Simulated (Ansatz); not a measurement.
`[CH3][Al]([CH3])[SnH3]` + `C[O][SnH]([OH])[Cl]` → `C[O][SnH]([Cl])[O]C` + `[CH3][AlH][SnH3]`  (substitution at a C–Al bond)

Computed with Ansatz on PBE0-D4/def2-TZVP structures; ΔE is electronic, products minus reactants. CCSD(T)/CBS is the MP2 limit (def2-TZVPP, def2-QZVPP) plus CCSD(T) − MP2 in def2-TZVPP, frozen cores. Functionals use def2-TZVPP. B3LYP here is the variant with VWN-RPA as its local correlation; programs differ in this. Elements past krypton have def2 core potentials. For Sn outer-core shells are correlated without core-valence functions, which leaves a few kJ/mol of doubt a bond. One conformer a species, not always the lowest.

`[CH3][Al]([CH3])[SnH3]`:

Z-matrix (Å, degrees):
```
C
Al 1 1.955
H 1 1.092 2 113.7
H 1 1.096 2 110.3 3 121.3
H 1 1.096 2 110.5 3 -121.5
C 2 1.955 1 119.7 3 178.8
Sn 2 2.667 1 120.7 3 -1.1
H 6 1.096 2 110.3 1 -60.2
H 6 1.096 2 110.4 1 57.0
H 6 1.092 2 113.8 1 178.6
H 7 1.716 2 112.8 1 -121.9
H 7 1.716 2 112.7 1 119.4
H 7 1.715 2 114.4 1 -1.2
```

`C[O][SnH]([OH])[Cl]`:

Cartesian coordinates in Å:
```
C 0.382 0.560 -1.610
O -0.539 -0.036 -0.723
Sn -0.301 0.014 1.207
O -1.332 -1.491 1.862
Cl 1.967 -0.349 1.568
H 0.339 1.656 -1.572
H 1.413 0.247 -1.415
H 0.116 0.247 -2.623
H -0.810 1.424 1.992
H -1.236 -2.273 1.313
```

`C[O][SnH]([Cl])[O]C`:

Z-matrix (Å, degrees):
```
C
O 1 1.410
H 1 1.096 2 112.5
H 1 1.093 2 107.7 3 -119.1
H 1 1.097 2 112.0 3 122.3
Sn 2 1.946 1 122.7 3 -49.3
O 6 1.936 2 104.9 1 150.3
Cl 6 2.327 2 105.7 1 35.0
H 6 1.692 2 115.7 1 -89.2
C 7 1.413 6 120.3 2 -54.3
H 10 1.096 7 111.9 6 -63.9
H 10 1.096 7 112.1 6 58.3
H 10 1.093 7 107.5 6 177.4
```

`[CH3][AlH][SnH3]`:

Z-matrix (Å, degrees):
```
C
Al 1 1.951
H 1 1.092 2 113.7
H 1 1.096 2 110.1 3 121.4
H 1 1.096 2 110.3 3 -121.7
Sn 2 2.662 1 122.1 3 -1.5
H 2 1.592 1 119.4 3 178.6
H 6 1.714 2 112.5 1 -119.8
H 6 1.714 2 112.5 1 121.1
H 6 1.714 2 113.7 1 0.6
```

| level | ΔE (eV) |
| --- | --- |
| B3LYP-D4 | 1.00 |
| B2PLYP | 1.05 |
| PBE | 1.07 |
| B3LYP | 1.02 |
| HF/def2-TZVPP | 0.90 |
| CCSD/def2-TZVPP | 1.03 |
| MP2/def2-QZVPP | 1.14 |
| SCS-MP2/def2-QZVPP | 1.06 |

Question: What does CCSD(T)/CBS give? (An estimate is asked.)

Answer: Ansatz gave: +1.08 eV. The listed levels differ from it by -0.08, -0.03, -0.01, -0.06, -0.18, -0.05, 0.06, -0.02 eV.

Largest T1 diagnostic among the species: 0.013.

In def2-TZVPP, CCSD(T) changes the Hartree–Fock value by +0.14 eV (the triples alone add +0.01 eV) and MP2 by +0.22 eV.
